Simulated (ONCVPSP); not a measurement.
Potentials for nitrogen (N) compared

Generated with ld1.x 7.5 (TM, RRKJ, ultrasoft, PAW), atompaw 4.2 or ONCVPSP 4.0.1. The cutoff is in Ry: for ld1.x and atompaw files where the sum of valence levels is converged to 10 mRy in a Bessel basis, for ONCV files where the hardest occupied wave has 1 mHa per electron of residual kinetic energy. The error is the largest all-electron minus pseudo excitation energy over each file’s own four to seven test configurations (ionisations up to +4, promotions, holes and added fractions of an electron), all of which were solved. The labels leave out finer settings (local radius, basis sizes, second energies), which also bear on the numbers. Spin-polarised tests are not counted. The rows are a selection from randomly drawn settings: files with unsolved tests, undetermined cutoffs or missed reference levels are left out.

A true bound ghost makes a file unfit for plane-wave use even where its test errors are small: the radial tests pick states by their node count and pass the ghost by.

| potential | cutoff (Ry) | largest error (meV) | bound ghosts |
| --- | --- | --- | --- |
| ONCV, PBE, scalar-relativistic, rc 1.10/1.70 (sp), local smoothed, core correction yes, reference 2s2 2p2.5, qcut 7.2/7.9, projectors 1/2 | 47 | +183 | none |
| ONCV, PBE, scalar-relativistic, rc 1.15/1.90 (sp), local s, core correction yes, reference 2s1.5 2p3.5, qcut 6.1/8.3, projectors 0/2 | 67 | +427 | none |
| ONCV, PBEsol, scalar-relativistic, rc 1.05/1.20/1.10 (spd), local smoothed, core correction no, reference 2s1.75 2p3.25, qcut 6.2/8/7.8, projectors 3/1/2 | 59 | +107 | none |
| ONCV, PBE, non-relativistic, rc 0.75/1.10/1.20 (spd), local smoothed, core correction yes, reference 2s2 2p2, qcut 9.8/8.5/8.7, projectors 2/1/1 | 69 | +224 | s |
| ONCV, LDA (Perdew-Wang 92), scalar-relativistic, rc 1.10/2.52/2.00 (spd), local s, core correction yes, reference 2s2 2p3, qcut 5/7.1/4.1, projectors 0/2/1 | 200 | +2993 | none |
| ONCV, BLYP, scalar-relativistic, rc 0.70/2.40/1.95 (spd), local smoothed, core correction no, reference 2s2 2p3, qcut 8.9/5.6/4.1, projectors 3/3/1 | 70 | +3674 | s |

Problem. Fill in the row for N: ONCV, PW91, scalar-relativistic, rc 0.70/1.55 (sp), local smoothed, core correction no, reference 2s2 2p3, qcut 10.8/10.2, projectors 1/2.

Solution. cutoff 116 Ry, largest error +596 meV, bound ghosts: none.

Problem. Fill in the row for N: ONCV, PBE, fully relativistic, rc 0.85/2.50/2.60 (spd), local s, core correction yes, reference 2s2 2p3, qcut 8.7/5.3/3.9, projectors 0/2/1.

Solution. cutoff 60 Ry, largest error +4218 meV, bound ghosts: none.

Problem. Fill in the row for N: ONCV, PBE, scalar-relativistic, rc 0.70/1.40/1.35 (spd), local smoothed, core correction yes, reference 2s2 2p1, qcut 9.2/11/6.1, projectors 3/3/2.

Solution. cutoff 359 Ry, largest error +232 meV, bound ghosts: s.
